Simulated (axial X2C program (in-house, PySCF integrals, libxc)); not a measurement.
# Worked dissociation energy of NbC⁺: HF, scalar-relativistic

Computed with an in-house relativistic program for diatomic molecules. Spin-free means the one-electron spin-free X2C Hamiltonian. Basis: Nb dyall-cv3z [11s12p9d5f3g], C dyall-v3z [7s6p2d1f] (cores contracted in-house); Gaussian nuclei, density fitting, unrestricted open shells. Masses: Nb 92.906 u, C 12.000 u.

Molecular state: M_S = 0, Λ = 0 (closed shell).

- E(Nb+) (2M_S = 4, M_L = 0): -3817.059802 hartree
- E(C) (2M_S = 2, M_L = 0): -37.708581 hartree
- E(NbC⁺) at Re: -3854.776788 hartree
- ωe: 1254.6 cm⁻¹

Q: Work out De and D0.

A: De = -3817.059802 + (-37.708581) − (-3854.776788) = 0.00841 hartree = 0.229 eV. The zero-point energy is ωe/2 = 627 cm⁻¹ = 0.078 eV, so D0 = 0.151 eV.

The state is one determinant whose occupation by symmetry is held fixed; it was picked as the lowest of a PBE0 search that is not exhaustive. The closed shell is kept restricted, so the energy runs too high when the bond is stretched far. Dissociation energies refer to the lowest single-determinant-based atoms at the same level and basis. Other states lie close and PBE0, whose exact exchange favours high spin, may order them wrongly; the determinant shown need not be the ground state. The nearest other spin-free determinant of the search, M_S = 1, Λ = 2, lies 0.32 eV up at the distance of the search.

Hartree–Fock lacks correlation and underbinds, often by eV.

Each atomic determinant is the lowest at this level and need not be a pure term. Totals compare only within one Hamiltonian and basis.
